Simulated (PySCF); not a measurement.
**Telling isomers of C$_{6}$H$_{9}$NO apart by NMR**

Computational details: geometry from GFN2-xTB, NMR shieldings at PBE0/pcSseg-1/GIAO, in PySCF 2.14.0 with density-fitted response routines (gas phase, one computed conformer, fast rotation and ring inversion assumed for equivalent nuclei, non-relativistic).

References, each an isolated molecule treated in the same way: 1H and 13C against TMS. Where no couplings were computed, multiplicities follow the n + 1 count of equivalent neighbours, and m marks all less simple cases (inequivalent or close neighbours, rings, F or P nearby). Shifts are as computed. Against solution values, carbons near 30 ppm lie about +3 ppm off and those near 130 ppm about +5 ppm. Of 1211 compounds with measured shifts, 218 miss one by over three times the rms of a fit or turn the order of signals round; such compounds aren't used in these exercises. Groups on amide-type nitrogens are kept apart (slow C–N rotation).

(1) Tabulate the signals of `CC(=O)N1CC=CC1`, `CC(C)c1cocn1`, `CN(C)c1ccoc1` and their relative energies.

(2) What is the quickest way to tell CC(C)c1cocn1 from CN(C)c1ccoc1?

(3) What is the quickest way to tell CC(=O)N1CC=CC1 from CC(C)c1cocn1?

(4) What is the quickest way to tell CC(=O)N1CC=CC1 from CN(C)c1ccoc1?

Results:

(1) 
| SMILES | carbon types | δC | δH | E rel. (kcal/mol) |
| --- | --- | --- | --- | --- |
| CC(=O)N1CC=CC1 | 1×C 2×CH 2×CH2 1×CH3 | 169.0, 136.3, 132.7, 58.1, 57.8, 24.2 | 6.13 (m, 1H), 5.90 (m, 1H), 4.42 (m, 2H), 4.31 (m, 2H), 1.98 (s, 3H) | 0.0 |
| CC(C)c1cocn1 | 1×C 3×CH 2×CH3 | 155.9, 155.4, 138.4, 30.8, 25.0 | 7.71 (m, 1H), 7.55 (m, 1H), 2.80 (sept, 1H), 1.41 (d, 6H) | 3.2 |
| CN(C)c1ccoc1 | 1×C 3×CH 2×CH3 | 147.3, 146.6, 127.5, 108.0, 42.5 | 7.33 (m, 1H), 6.95 (m, 1H), 6.31 (m, 1H), 2.73 (s, 6H) | 24.6 |

Energies are electronic energies at PBE0/pcSseg-1 on these geometries, without zero-point or thermal terms, each for the one conformer computed, which needn't be the lowest.

(2) Both give the same number of carbon signals, with the same numbers of each carbon type, so the positions decide. The first has an sp3 CH on an aromatic ring at 30.8 ppm, the second an aromatic CH at 108.0 ppm. Their most deshielded carbons lie at 155.9 and 147.3 ppm.

(3) Count the carbon signals: 6 against 5. The first has an allylic sp3 CH2 bonded to N at 58.1 ppm, the second an sp3 CH on an aromatic ring at 30.8 ppm. Their most deshielded carbons lie at 169.0 and 155.9 ppm. In the proton spectra the most deshielded non-exchanging signals are 6.13 (m, 1H) and 7.71 (m, 1H).

(4) Count the carbon signals: 6 against 5. The first has an allylic sp3 CH2 bonded to N at 58.1 ppm, the second an aromatic CH at 108.0 ppm. Their most deshielded carbons lie at 169.0 and 147.3 ppm. In the proton spectra the most deshielded non-exchanging signals are 6.13 (m, 1H) and 7.33 (m, 1H).
